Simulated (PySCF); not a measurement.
r2SCAN on H⁻ (hydrogen, charge -1), 1s2, closed-shell 1S. Computed with PySCF 2.14 in aug-cc-pVQZ (5s4p3d2f, 46 functions), with no relativity, point nucleus.

```
cycle= 1 E= -0.52636618147502  delta_E= -0.0011  |g|= 0.00237  |ddm|= 0.198
cycle= 2 E= -0.526380765487406  delta_E= -1.46e-05  |g|= 0.00035  |ddm|= 0.0258
cycle= 3 E= -0.526381106038934  delta_E= -3.41e-07  |g|= 0.000128  |ddm|= 0.00504
cycle= 4 E= -0.526381093058867  delta_E= 1.3e-08  |g|= 0.000152  |ddm|= 0.000923
cycle= 5 E= -0.526381135321576  delta_E= -4.23e-08  |g|= 7.89e-07  |ddm|= 0.000576
cycle= 6 E= -0.526381135322587  delta_E= -1.01e-12  |g|= 5.23e-09  |ddm|= 3.26e-06
converged SCF energy = -0.526381135322587  <S^2> = -5.3290705e-15  2S+1 = 1
```

Highest occupied orbital energy: 1.562 eV; ⟨L²⟩ = 0.00; populations by l: s 2.00, p 0.00, d 0.00, f 0.00.

Can this result be used?

With care. The run converged. At r2SCAN the highest occupied level has a positive energy, so only the finite basis holds that electron; in a semilocal or global hybrid functional this comes from self-interaction and does not mean that the real anion is unbound.
